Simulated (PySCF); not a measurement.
# Correlation energy of Xe³⁹⁺ (xenon, charge +39)

[Ne] 3s2 3p3, high-spin 4S determinant. Calculation: PySCF 2.14, in an uncontracted even-tempered set (16 s from 7.3 bohr⁻², ratio 2.5; 10 p from 9.5 bohr⁻², ratio 2.5; 4 d from 38 bohr⁻², ratio 2.7; 4 f from 58 bohr⁻², ratio 2.7); no relativity, point nucleus. Frozen: 1s2; 13 electrons correlated; the 17 highest virtual orbitals of each spin left out.

```
  level  correlation energy (mhartree)
   CCSD                        -519.79
    (T)                          -1.06
CCSD(T)                        -520.85
```

Diagnostics: T1 = 0.00029, D1 = 0.0009, largest double amplitude 0.026.

A non-relativistic calculation at this Z misses sizeable relativistic shifts. Spin-orbit coupling is strong in this species (close to jj coupling), so the high-spin LS determinant is a model state, not a physical level.

Cost of the coupled-cluster step: roughly 24 core-seconds, for 13 correlated electrons.

Iterations:

```
CC2 = 0
CCSD nocc = (np.int64(8), np.int64(5)), nmo = (76, 76)
frozen orbitals [[0, 77, 78, 79, 80, 81, 82, 83, 84, 85, 86, 87, 88, 89, 90, 91, 92, 93], [0, 77, 78, 79, 80, 81, 82, 83, 84, 85, 86, 87, 88, 89, 90, 91, 92, 93]]
max_cycle = 100
direct = 0
conv_tol = 1e-08
conv_tol_normt = 1e-06
diis_space = 8
diis_start_cycle = 0
Init t2, MP2 energy = -0.501502431249923
Init E_corr(UCCSD) = -0.501502431249925
cycle = 1  E_corr(UCCSD) = -0.515868363026511  dE = -0.0143659318  norm(t1,t2) = 0.0111975
cycle = 2  E_corr(UCCSD) = -0.518926936695751  dE = -0.00305857367  norm(t1,t2) = 0.00259797
cycle = 3  E_corr(UCCSD) = -0.519799840757927  dE = -0.000872904062  norm(t1,t2) = 0.000626021
cycle = 4  E_corr(UCCSD) = -0.519794319127162  dE = 5.52163077e-06  norm(t1,t2) = 1.93876e-05
cycle = 5  E_corr(UCCSD) = -0.519794316891409  dE = 2.23575303e-09  norm(t1,t2) = 1.3566e-07
UCCSD converged
E(UCCSD) = -5924.80716804076  E_corr = -0.5197943168914085
UCCSD(T) correction = -0.00106389762583041
```

At this charge a non-relativistic calculation is a model, useful for the Z dependence of the correlation energy.

Spin-orbit coupling is strong in this species, so the high-spin LS determinant is a model state.
